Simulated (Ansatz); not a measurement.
`[CH3][GeH]([F])[F]` + `C#[C][Ga]([F])[Cl]` → `C#[C][GeH]([CH3])[F]` + `[F][Ga]([F])[Cl]`  (redistribution)

Program: Ansatz. Geometries: PBE0-D4/def2-TZVP. ΔE: electronic, gas phase. CBS: MP2 limit from def2 TZ/QZ plus the TZ coupled-cluster correction, frozen cores. Functionals use def2-TZVPP. B3LYP here is the variant with VWN-RPA as its local correlation; programs differ in this. For Ga, Ge outer-core shells are correlated without core-valence functions, which leaves a few kJ/mol of doubt a bond. Scalar relativity is left out up to krypton.

Problem. Is it downhill or uphill in electronic energy at CCSD(T)/CBS, and by how much? (An estimate is asked.)

Solution. Computed: Uphill: ΔE = +24.3 kJ/mol.

Problem. What do these levels give: B97M-V, B3LYP-D4, r2SCAN0-D4, PBE, r2SCAN0, HF/def2-SVP? (An estimate is asked.)

Solution. The calculation gave: B97M-V 23.8, B3LYP-D4 23.5, r2SCAN0-D4 23.1, PBE 21.8, r2SCAN0 23.3, HF/def2-SVP 20.0 kJ/mol.

Largest T1 diagnostic among the species: 0.014.

Leaving LDA and LC-ωPBE aside and taking each functional with its dispersion term where it has one, the values, not all of them listed here, spread over 4.2 kJ/mol, from PBE-QIDH to BHLYP-D4. At CCSD(T), def2-SVP lies −9.8 kJ/mol from the extrapolated value and def2-TZVPP −5.3 kJ/mol.
